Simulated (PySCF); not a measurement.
An EPR job on `[SiH2]C[C@@H]1C[C@H]2C[C@@H]12` [radical].

Method: UKS B3LYP, pcH-1 on C H Si, non-relativistic, mean-field spin-orbit, GIAO (PySCF 2.14.0). Geometry: GFN2-xTB. The input is one job of a driver script: a line of settings, then coordinates in Å.

Command:
```bash
OMP_NUM_THREADS=1 python probes_run.py task.json out
```

Input:
```
{"job": {"kind": "epr", "basis": "pcH-1"}, "charge": 0, "multiplicity": 2}
Si    -2.977305     0.240105     0.286751
C     -1.368506     0.811299    -0.542455
C     -0.243665    -0.199450    -0.368378
C      0.322226    -0.279495     1.067759
C      1.661991     0.229964     0.554037
C      2.175231    -0.705179    -0.495276
C      1.120940     0.296849    -0.849507
H     -2.913815     0.191945     1.742403
H     -3.500063    -0.993129    -0.289941
H     -1.533237     0.966302    -1.611673
H     -1.044027     1.771191    -0.134652
H     -0.539550    -1.162939    -0.795940
H      0.345250    -1.270624     1.522244
H     -0.167468     0.413682     1.748593
H      2.301044     0.916975     1.085024
H      1.922558    -1.755216    -0.446648
H      3.169768    -0.510627    -0.870047
H      1.259870     1.044665    -1.613951
```

Output:
```
UKS, coarse grid
  cycle   1  E = -524.60444058  |g| = 3.42e-01
  cycle   2  E = -524.56081654  |g| = 4.45e-01
  cycle   3  E = -524.66448852  |g| = 4.61e-02
  cycle   4  E = -524.66519584  |g| = 2.60e-02
  cycle   5  E = -524.66550145  |g| = 5.55e-03
  cycle   6  E = -524.66551702  |g| = 1.13e-03
  cycle   7  E = -524.66551715  |g| = 6.57e-04
UKS, final grid
  cycle   1  E = -524.66546363  |g| = 8.96e-04
  cycle   2  E = -524.66546321  |g| = 1.30e-03
  cycle   3  E = -524.66546401  |g| = 5.67e-05
  cycle   4  E = -524.66546401  |g| = 2.04e-05
E = -524.66546401 Eh   <S^2> = 0.7516 (exact 0.7500)
g shifts (ppm)      1          2          3
  rmc          -129       -129       -129
  gc             10         81         84
  oz_so         -70       1899       2308
  total        -190       1850       2263
hyperfine (MHz)  atom isotope    a_iso     a_fc   dipolar eigenvalues
    0  29Si    -401.24    -402.27   -178.62     89.27     89.35
    1   13C      15.33      15.30     -3.00     -2.90      5.90
    2   13C      38.00      38.00     -2.68     -2.55      5.24
    3   13C       4.41       4.41     -0.42     -0.26      0.68
    4   13C      -0.32      -0.32     -0.23     -0.10      0.33
    5   13C       1.16       1.16     -0.31     -0.26      0.57
    6   13C       9.66       9.67     -1.35     -1.29      2.65
    7    1H      21.30      21.28    -10.61      1.64      8.97
    8    1H      21.15      21.12    -10.56      1.63      8.93
    9    1H       4.39       4.38     -4.11     -2.43      6.54
   10    1H       1.65       1.65     -3.98     -2.31      6.29
   11    1H       0.50       0.50     -3.04     -0.88      3.92
   12    1H       0.40       0.40     -1.25     -0.93      2.18
   13    1H      -0.26      -0.27     -1.89     -1.38      3.28
   14    1H       0.09       0.09     -0.49     -0.39      0.88
   15    1H       0.82       0.82     -0.61     -0.34      0.96
   16    1H       2.32       2.32     -0.43     -0.28      0.70
   17    1H      -0.82      -0.82     -1.12     -0.44      1.56
```

rmc, gc and oz_so are the mass-correction, gauge-correction and orbital-Zeeman/spin–orbit parts of the g shift along its three principal axes; a_iso is the isotropic hyperfine coupling and a_fc its Fermi-contact part. The program numbers atoms from 0.

**Question.** How far is ⟨S²⟩ from the pure-spin value?

**Answer.** S = 0.5 gives S(S+1) = 0.75; the run has 0.7516, 0.0016 more.

**Question.** Get g_iso from the total shifts.

**Answer.** Their mean is 1308 ppm; added to g_e = 2.002319 it gives 2.00363.

In short: ⟨S²⟩ 0.752; g_iso 2.0036.

Geometry: GFN2-xTB, one conformer, isolated molecule.

**Question.** Estimate the wall time. Hardware: one thread, Arm Neoverse V1 (aarch64) (shared host). And the peak memory of the process?

**Answer.** About 86 s (density and orbital grids were written too), with 0.97 GiB resident at the peak, the Python interpreter and its libraries included.
Labels such as C1 count atoms from 1, the log's own numbers from 0.
